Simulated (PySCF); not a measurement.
**Mayer bond orders and bond lengths**

Compound: C5H7FSSi.
SMILES with atom numbers: `[CH:1]#[C:2][Si@@H:3]1[C@H:4]([F:5])[C@@H:6]1[S:7][CH3:8]` (hydrogens: H9 on C1; H10 on Si3; H11 on C4; H12 on C6; H13, H14, H15 on C8)

Structure used (GFN2-xTB), in Å, numbered top down from 1:
```xyz
15
C5H7FSSi angstrom
C      3.413    1.127    0.286
C      2.641    0.204    0.305
Si     1.450   -1.184    0.310
C     -0.027   -1.004   -0.874
F     -0.105    0.053   -1.742
C     -0.374   -0.732    0.599
S     -0.816    0.938    1.098
C     -2.412    1.093    0.239
H      4.082    1.938    0.271
H      1.886   -2.525    0.648
H     -0.541   -1.850   -1.328
H     -1.057   -1.455    1.034
H     -3.071    0.289    0.556
H     -2.250    1.063   -0.834
H     -2.827    2.053    0.526
```

Bond orders from the PBE0/pcSseg-1 density (PySCF). Geometry: GFN2-xTB, one conformer, isolated molecule.

(1) How far do the computed orders between heavy atoms stray from the drawn ones?

(2) Give the Mayer order of every bond, beside its length.

Answers

(1) The largest departure is 0.492, at C1–C2 (drawn triple, 2.508). Drawn single, order below 0.88: C4–C6 (0.815) and C6–Si3 (0.845). Drawn double or triple, more than 0.30 short of the drawn order: C1–C2 (2.508).

(2) 
```json
{"bond": "C1–C2", "drawn as": "triple", "length (Å)": "1.203", "Mayer order": "2.508"}
{"bond": "C2–Si3", "drawn as": "single", "length (Å)": "1.829", "Mayer order": "1.003"}
{"bond": "Si3–C4", "drawn as": "single", "length (Å)": "1.902", "Mayer order": "0.895"}
{"bond": "C4–F5", "drawn as": "single", "length (Å)": "1.370", "Mayer order": "0.892"}
{"bond": "C4–C6", "drawn as": "single", "length (Å)": "1.538", "Mayer order": "0.815"}
{"bond": "C6–S7", "drawn as": "single", "length (Å)": "1.798", "Mayer order": "1.046"}
{"bond": "S7–C8", "drawn as": "single", "length (Å)": "1.820", "Mayer order": "0.985"}
{"bond": "C6–Si3", "drawn as": "single", "length (Å)": "1.901", "Mayer order": "0.845"}
{"bond": "C1–H9", "drawn as": "single", "length (Å)": "1.052", "Mayer order": "1.084"}
{"bond": "Si3–H10", "drawn as": "single", "length (Å)": "1.450", "Mayer order": "0.924"}
{"bond": "C4–H11", "drawn as": "single", "length (Å)": "1.088", "Mayer order": "0.942"}
{"bond": "C6–H12", "drawn as": "single", "length (Å)": "1.086", "Mayer order": "0.918"}
{"bond": "C8–H13", "drawn as": "single", "length (Å)": "1.087", "Mayer order": "0.953"}
{"bond": "C8–H14", "drawn as": "single", "length (Å)": "1.086", "Mayer order": "0.946"}
{"bond": "C8–H15", "drawn as": "single", "length (Å)": "1.085", "Mayer order": "0.959"}
```

By pair of heavy elements: C–C: lowest C4–C6 (0.815, 1.538 Å), highest C1–C2 (2.508, 1.203 Å). C–Si: lowest C6–Si3 (0.845, 1.901 Å), highest C2–Si3 (1.003, 1.829 Å). C–S: lowest S7–C8 (0.985, 1.820 Å), highest C6–S7 (1.046, 1.798 Å).

Problem. Sum the orders of all bonds at each heavy atom with more than one neighbour and set the sums beside the valence in the SMILES.

Solution. C1 3.592 (drawn 4), C2 3.511 (drawn 4), Si3 3.667 (drawn 4), C4 3.544 (drawn 4), C6 3.624 (drawn 4), S7 2.031 (drawn 2), C8 3.843 (drawn 4). Orders between atoms that aren't bonded are not in these sums.

For a closed shell the Mayer order of atoms A and B is Σ (PS)μν (PS)νμ over the basis functions μ on A and ν on B, with P the density and S the overlap matrix.
